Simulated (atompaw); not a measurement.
**Before and after: PAW (atompaw) potential for zirconium**

atompaw 4.2.0.5 input, output lines left out:

```
Zr 40
GGA-PBE scalarrelativistic loggrid 1500 logderivrange -6 5 276
5 5 4 0 0 0
5 0 1.5
5 1 0
4 2 2
0 0 0
c
c
c
v
v
c
c
v
v
c
v
2
2.65 2.45 2.25 2.65
n
n
y
0.05
n
bloechl besselshape
3 0 ultrasoft
```

Change: local potential ultrasoft scheme with l = 3 at 0 Ry, radius 1.84 bohr.

Cutoffs: the cutoffs (Ry, on a coarse ladder) from which the occupation-weighted sum of valence levels, in a spherical-Bessel basis at the reference potential, stays within 10 and 1 mRy of its value at 400 Ry; they do not see the model core or the augmentation charge, which bear on the density cutoff.

Q: What does the change do?

A: The potential gets harder (25 Ry and 35 Ry → 35 Ry and 50 Ry); the range in which the s phases agree narrows (upper end 3.3 → 1.9); neither file shows a bound ghost.

```tsv
quantity	base	changed
cutoff, loose	25 Ry	35 Ry
cutoff, tight	35 Ry	50 Ry
loose cutoff by channel (10 mRy a level)	s 18 Ry, p 21 Ry, d 15 Ry	s 25 Ry, p 30 Ry, d 18 Ry
bound ghosts	none	none
s: phases at 2.65 bohr within 0.05 rad from the reference energy up to (Ry; the scan ends near 5)	3.3	1.9
p: phases at 2.65 bohr within 0.05 rad from the reference energy up to (Ry; the scan ends near 5)	to the end of the scan	4.8
d: phases at 2.65 bohr within 0.05 rad from the reference energy up to (Ry; the scan ends near 5)	1.3	1.2
lowest overlap eigenvalue by channel	s 0.50, p 0.76, d 0.03	s 0.32, p 0.68, d 0.02
```

 The cutoffs see the waves, projectors and local potential, not the compensation charge or the core.
